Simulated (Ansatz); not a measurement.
Cl3ITi (`[Cl][Ti]([Cl])([Cl])[I]`), relaxed with RKS PBE-D4/def2-SVP in the Gaussian-basis code of Ansatz from a rough embedded geometry. The force threshold is 0.03 eV/Å; the program also tests the step.

Total charge 0; spin multiplicity 1. I: def2 effective core potential.

Start:

```xyz
5

Cl   -1.851   -0.502    1.392
Ti   -0.030    0.048    0.047
Cl   -0.774    1.435   -1.637
Cl    1.565    1.194    1.241
I     1.090   -2.174   -1.044
```

| step | energy (eV) | largest force (eV/Å) | largest move (Å) |
| --- | --- | --- | --- |
| 1 | -68754.9746 | 1.720 | 0.000 |
| 2 | -68755.5319 | 0.356 | 0.200 |
| 3 | -68755.5356 | 0.163 | 0.025 |
| 4 | -68755.5369 | 0.013 | 0.014 |

End:

```xyz
5

Cl   -1.701   -0.494    1.310
Ti   -0.035    0.072    0.035
Cl   -0.734    1.347   -1.578
Cl    1.473    1.112    1.201
I     0.997   -2.037   -0.967
```

Hardware: 4 threads of an Arm Neoverse V1 on a shared host. Wall time 8 s, peak host memory 0.19 GiB.
